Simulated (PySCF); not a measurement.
C6H5F.
SMILES with atom numbers: `[CH:1]#[C:2][C:3](=[CH2:4])/[CH:5]=[CH:6]/[F:7]` (hydrogens: H8 on C1; H9, H10 on C4; H11 on C5; H12 on C6)

A GFN2-xTB structure was refined with PBE0-D3(BJ)/def2-SVP geometry optimisation, gas phase in PySCF. Its GFN2-xTB values:

```json
{"coordinate": "C1≡C2", "GFN2-xTB": "1.171 Å"}
{"coordinate": "C1–H8", "GFN2-xTB": "1.070 Å"}
{"coordinate": "C2–C3", "GFN2-xTB": "1.407 Å"}
{"coordinate": "C3=C4", "GFN2-xTB": "1.326 Å"}
{"coordinate": "C3–C5", "GFN2-xTB": "1.472 Å"}
{"coordinate": "C4–H9", "GFN2-xTB": "1.114 Å"}
{"coordinate": "C4–H10", "GFN2-xTB": "1.064 Å"}
{"coordinate": "C5=C6", "GFN2-xTB": "1.324 Å"}
{"coordinate": "C5–H11", "GFN2-xTB": "1.088 Å"}
{"coordinate": "C6–F7", "GFN2-xTB": "1.354 Å"}
{"coordinate": "C6–H12", "GFN2-xTB": "1.067 Å"}
{"coordinate": "C1–C2–C3", "GFN2-xTB": "178.9°"}
{"coordinate": "C2–C3–C4", "GFN2-xTB": "122.8°"}
{"coordinate": "C2–C3–C5", "GFN2-xTB": "117.7°"}
{"coordinate": "C3–C5–C6", "GFN2-xTB": "123.2°"}
{"coordinate": "C4–C3–C5", "GFN2-xTB": "119.5°"}
{"coordinate": "C5–C6–F7", "GFN2-xTB": "121.1°"}
{"coordinate": "C2–C3–C5–C6", "GFN2-xTB": "1°"}
```

**Question.** How do these coordinates change at the PBE0-D3(BJ)/def2-SVP level?

**Answer.** 
```json
{"coordinate": "C1≡C2", "PBE0-D3(BJ)/def2-SVP (Å or °)": "1.213", "change": "+0.042"}
{"coordinate": "C6–F7", "PBE0-D3(BJ)/def2-SVP (Å or °)": "1.325", "change": "-0.029"}
{"coordinate": "C4–H10", "PBE0-D3(BJ)/def2-SVP (Å or °)": "1.093", "change": "+0.029"}
{"coordinate": "C2–C3", "PBE0-D3(BJ)/def2-SVP (Å or °)": "1.435", "change": "+0.028"}
{"coordinate": "C6–H12", "PBE0-D3(BJ)/def2-SVP (Å or °)": "1.094", "change": "+0.027"}
{"coordinate": "C3=C4", "PBE0-D3(BJ)/def2-SVP (Å or °)": "1.350", "change": "+0.024"}
{"coordinate": "C4–H9", "PBE0-D3(BJ)/def2-SVP (Å or °)": "1.091", "change": "-0.023"}
{"coordinate": "C5=C6", "PBE0-D3(BJ)/def2-SVP (Å or °)": "1.335", "change": "+0.011"}
{"coordinate": "C3–C5", "PBE0-D3(BJ)/def2-SVP (Å or °)": "1.463", "change": "-0.009"}
{"coordinate": "C5–H11", "PBE0-D3(BJ)/def2-SVP (Å or °)": "1.093", "change": "+0.005"}
{"coordinate": "C1–H8", "PBE0-D3(BJ)/def2-SVP (Å or °)": "1.074", "change": "+0.004"}
{"coordinate": "C2–C3–C4", "PBE0-D3(BJ)/def2-SVP (Å or °)": "120.2", "change": "-2.6"}
{"coordinate": "C4–C3–C5", "PBE0-D3(BJ)/def2-SVP (Å or °)": "121.5", "change": "+2.0"}
{"coordinate": "C3–C5–C6", "PBE0-D3(BJ)/def2-SVP (Å or °)": "123.9", "change": "+0.7"}
{"coordinate": "C5–C6–F7", "PBE0-D3(BJ)/def2-SVP (Å or °)": "121.8", "change": "+0.7"}
{"coordinate": "C2–C3–C5", "PBE0-D3(BJ)/def2-SVP (Å or °)": "118.2", "change": "+0.5"}
{"coordinate": "C1–C2–C3", "PBE0-D3(BJ)/def2-SVP (Å or °)": "178.8", "change": "-0.1"}
{"coordinate": "C2–C3–C5–C6", "PBE0-D3(BJ)/def2-SVP (Å or °)": "0", "change": "-1"}
```

The energy falls by 21.6 kJ/mol over 9 energy and gradient evaluations, the largest force component goes from 0.0644 to 2.4e-04 Eh/bohr, and the atoms move by 0.032 Å rms after alignment. The bond that changes most is C1≡C2 (terminal alkyne carbon to alkyne carbon), which lengthens by 0.042 Å. Bonds longer at the end by more than 0.005 Å: 7 of 11; shorter: 3. Rotational constants go from 4496, 1704, 1236 to 4361, 1692, 1219 MHz.

The run used 123 basis functions and 73 SCF cycles in all. The run took 48 s on Arm Neoverse V1, one thread, no GPU, on a shared host, and the process peaked at 0.51 GiB of memory.

Stationary, but not proved a minimum. The numbers are those of one conformer.

Shape of the structure used: `[CH:1]#[C:2][C:3](=[CH2:4])/[CH:5]=[CH:6]/[F:7]`: C2–C3–C5–C6 0°.
